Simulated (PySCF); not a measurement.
n-butylgermane, C₄H₁₂Ge.
SMILES with atom numbers: `[CH3:1][CH2:2][CH2:3][CH2:4][GeH3:5]` (hydrogens: H6, H7, H8 on C1; H9, H10 on C2; H11, H12 on C3; H13, H14 on C4; H15, H16, H17 on Ge5)

Structure used (PBE0-D3(BJ)/def2-SVP), in Å, numbered top down from 1:
```
atom  x, y, z in Å
C1     2.006   -0.059    0.226
C2     0.565   -0.214    0.683
C3    -0.160   -1.371    0.008
C4    -1.602   -1.568    0.469
Ge5   -2.798   -0.054    0.097
H6     2.504    0.784    0.728
H7     2.062    0.121   -0.860
H8     2.593   -0.967    0.439
H9     0.017    0.727    0.492
H10    0.532   -0.356    1.778
H11    0.410   -2.301    0.190
H12   -0.138   -1.220   -1.086
H13   -2.044   -2.451   -0.022
H14   -1.639   -1.767    1.553
H15   -2.618    1.088    1.116
H16   -2.506    0.503   -1.313
H17   -4.269   -0.515    0.151
```

Method used: core-valence-separated Tamm–Dancoff BHandHLYP/aug-pcX-1 (pcseg-1 on H, def2-SVPD on Ge) in PySCF, non-relativistic, gas phase, PBE0-D3(BJ)/def2-SVP geometry. BHandHLYP without relativity tends to put these K edges a few eV too low, so spacings mean more than positions.

The lowest roots of each edge with f over 0.003 (five at most, numbered afresh; weaker and dark ones are left out), with transition dipoles (au) in the frame of the coordinates:

| root | edge | E (eV) | μx | μy | μz |
| --- | --- | --- | --- | --- | --- |
| 1 | C | 285.25 | 0.0331 | 0.0055 | -0.0090 |
| 2 | C | 285.37 | 0.0389 | 0.0020 | -0.0077 |
| 3 | C | 285.57 | -0.0187 | 0.0249 | 0.0365 |
| 4 | C | 285.60 | -0.0197 | 0.0310 | 0.0271 |
| 5 | C | 285.72 | 0.0241 | -0.0706 | 0.0133 |

Q: What are the oscillator strengths?

A: f = (2/3) ΔE |μ|², with ΔE in hartree (27.2114 eV):

| root | ΔE (Eh) | \|μ\|² (au) | f | core hole on |
| --- | --- | --- | --- | --- |
| 1 | 10.4827 | 0.001207 | 0.008 | C1 |
| 2 | 10.4872 | 0.001576 | 0.011 | C4 |
| 3 | 10.4947 | 0.002302 | 0.016 | C2 |
| 4 | 10.4955 | 0.002083 | 0.015 | C3 |
| 5 | 10.5000 | 0.005742 | 0.040 | C4 |

Q: Molecules are fixed in this frame and the field points along (1, 0, −1)/√2. What effective strengths 3 f cos²θ do the roots have (θ between field and μ)?

A: root 1 (C1): 0.019, root 2 (C4): 0.023, root 3 (C2): 0.032, root 4 (C3): 0.023, root 5 (C4): 0.001. Root 3 is the strongest. Averaged over all orientations cos²θ is 1/3, which gives f back.

 The BHandHLYP/aug-pcX-1 (pcseg-1 on H, def2-SVPD on Ge) calculation is non-relativistic and has no spin–orbit coupling, an omission that weighs most on germanium.

One conformer stands for the species.
